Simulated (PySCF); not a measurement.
# Bonding in `CCCPc1cccnc1`

Compound: C₈H₁₂NP.
Numbering: `[CH3:1][CH2:2][CH2:3][PH:4][c:5]1[cH:6][cH:7][cH:8][n:9][cH:10]1` (hydrogens: H11, H12, H13 on C1; H14, H15 on C2; H16, H17 on C3; H18 on P4; H19 on C6; H20 on C7; H21 on C8; H22 on C10)

Cartesian coordinates in Å at the GFN2-xTB level; atoms count from 1:
```xyz
22
C8H12NP angstrom
C     -3.515   -0.428    0.444
C     -2.674    0.818    0.206
C     -1.183    0.546    0.386
P     -0.542   -0.697   -0.855
C      1.237   -0.382   -0.575
C      1.885   -0.981    0.503
C      3.233   -0.740    0.700
C      3.891    0.083   -0.202
N      3.291    0.645   -1.237
C      2.005    0.419   -1.418
H     -3.378   -0.794    1.460
H     -3.218   -1.216   -0.247
H     -4.570   -0.213    0.293
H     -2.854    1.191   -0.805
H     -2.973    1.603    0.906
H     -0.998    0.134    1.383
H     -0.609    1.472    0.290
H     -0.639    0.167   -1.957
H      1.334   -1.627    1.173
H      3.762   -1.184    1.530
H      4.946    0.302   -0.099
H      1.560    0.902   -2.281
```

Bond orders from the PBE0/pcSseg-1 density (PySCF). The structure is a single GFN2-xTB conformer in the gas phase; no vibrational or solvent corrections.

Where do the orders between heavy atoms depart from those drawn in the SMILES?

The largest departure is 0.128, at C10–C5 (drawn aromatic, 1.372), counting aromatic bonds as 1.5. The bonds drawn aromatic range from 1.37 to 1.49.

Give the Mayer order of every bond between heavy atoms, beside its length.

```json
{"bond": "C1–C2", "drawn as": "single", "length (Å)": "1.522", "Mayer order": "1.047"}
{"bond": "C2–C3", "drawn as": "single", "length (Å)": "1.525", "Mayer order": "1.036"}
{"bond": "C3–P4", "drawn as": "single", "length (Å)": "1.870", "Mayer order": "0.955"}
{"bond": "P4–C5", "drawn as": "single", "length (Å)": "1.828", "Mayer order": "0.951"}
{"bond": "C5–C6", "drawn as": "aromatic", "length (Å)": "1.393", "Mayer order": "1.393"}
{"bond": "C6–C7", "drawn as": "aromatic", "length (Å)": "1.384", "Mayer order": "1.446"}
{"bond": "C7–C8", "drawn as": "aromatic", "length (Å)": "1.387", "Mayer order": "1.391"}
{"bond": "C8–N9", "drawn as": "aromatic", "length (Å)": "1.322", "Mayer order": "1.470"}
{"bond": "N9–C10", "drawn as": "aromatic", "length (Å)": "1.318", "Mayer order": "1.493"}
{"bond": "C10–C5", "drawn as": "aromatic", "length (Å)": "1.393", "Mayer order": "1.372"}
```

By pair of heavy elements: C–C: lowest C2–C3 (1.036, 1.525 Å), highest C6–C7 (1.446, 1.384 Å). C–P: all 2 within 0.02 of one another (0.951 to 0.955). C–N: lowest C8–N9 (1.470, 1.322 Å), highest N9–C10 (1.493, 1.318 Å).

And the bonds to hydrogen?

C–H: 0.94 to 0.98 (11 bonds); H–P: 0.93 (1 bond).

Sum the orders of all bonds at each heavy atom with more than one neighbour and set the sums beside the valence in the SMILES.

C1 3.940 (drawn 4), C2 3.985 (drawn 4), C3 3.872 (drawn 4), P4 2.840 (drawn 3), C5 3.716 (drawn 4), C6 3.812 (drawn 4), C7 3.797 (drawn 4), C8 3.834 (drawn 4), N9 2.963 (drawn 3), C10 3.842 (drawn 4). Orders between atoms that aren't bonded are not in these sums.

The Mayer order sums products of elements of PS (density times overlap matrix) between the two atoms' basis functions, so it depends on the basis set.
